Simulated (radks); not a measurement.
Problem. Species: I0.375+. Configuration: [Ar] 3d10 4s1.625 4p6 4d10 5s2 5p5 (fractional occupations, a model configuration). All-electron calculation, scalar-relativistic Kohn-Sham, PBE, spin-unpolarised, spherical densities, point nucleus. Program: a radial shooting solver on a logarithmic mesh with Libxc functionals. Some entries of the table are withheld. Estimate them.

| orbital | occ. | eigenvalue (eV) | r(max) (bohr) |
|---|---|---|---|
| 1s | 2 | -32993.85 | 0.01754 |
| 2s | 2 | -5104.570 | 0.09911 |
| 2p | 6 | -4582.281 | 0.07948 |
| 3s | 2 | -1036.683 | 0.2856 |
| 3p | 6 | -867.4456 | 0.2794 |
| 3d | 10 | -614.0720 | (1) |
| 4s | 1.625 | -187.5326 | (2) |
| 4p | 6 | -134.3183 | 0.7137 |
| 4d | 10 | -56.6010 | (3) |
| 5s | 2 | (4) | 1.681 |
| 5p | 5 | -10.5343 | 1.979 |

Solution. 
(1) 3d r(max) (bohr): 0.2317
(2) 4s r(max) (bohr): 0.6797
(3) 4d r(max) (bohr): 0.7746
(4) 5s eigenvalue (eV): -21.3777
